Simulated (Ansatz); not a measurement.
Reactions of C$_{2}$H$_{8}$ClNOSi, SMILES `CN[SiH](Cl)OC`.

Gas-phase electronic energies from Ansatz, PBE0-D4/def2-TZVP geometries. CCSD(T)/CBS is the MP2 limit (def2-TZVPP, def2-QZVPP) plus CCSD(T) − MP2 in def2-TZVPP, frozen cores. This one scheme is used for every species. DFT in def2-TZVPP. B3LYP here is the variant with VWN-RPA as its local correlation; programs differ in this. For K outer-core shells are correlated without core-valence functions, which leaves a few kJ/mol of doubt a bond. Scalar relativity is left out up to krypton. One conformer a species, not always the lowest.

| reaction | CCSD(T)/CBS(def2) (eV) |
| --- | --- |
| `CN[SiH](Cl)OC` + H₂S → `CN[SiH](S)Cl` + CH₃OH | ? |
| `CN[SiH](Cl)OC` → `CO[Si]Cl` + CH₃NH₂ | 2.13 |
| `CN[SiH](Cl)OC` → `CC[Si](N)(O)Cl` | -1.44 |
| `CN[SiH](Cl)OC` + CH₃OH → `CO[SiH](Cl)OC` + CH₃NH₂ | -0.41 |
| `CN[SiH](Cl)OC` + H₂ → `CO[SiH2]Cl` + CH₃NH₂ | 0.57 |
| `CN[SiH](Cl)OC` → `CN[SiH2]Cl` + `C=O` | 2.26 |
| `CN[SiH](Cl)OC` → `CO[SiH2]Cl` + `C=N` | ? |
| `CN[SiH](Cl)OC` + `[OH][K]` → `C[O][K]` + `CO[SiH](N)Cl` | 0.19 |
| `CN[SiH](Cl)OC` + H₂ → `CN[SiH2]Cl` + CH₃OH | ? |
| `CN[SiH](Cl)OC` + H₂ → `CN[SiH2]OC` + HCl | 1.01 |

(1) Fill in the missing values. (Estimate.)

Largest T1 diagnostic: 0.015, for `C=O`.

## Answers

(1) Ansatz gave: `CN[SiH](Cl)OC` + H₂S → `CN[SiH](S)Cl` + CH₃OH: +0.48 eV; `CN[SiH](Cl)OC` → `CO[SiH2]Cl` + `C=N`: +2.03 eV; `CN[SiH](Cl)OC` + H₂ → `CN[SiH2]Cl` + CH₃OH: +0.97 eV.
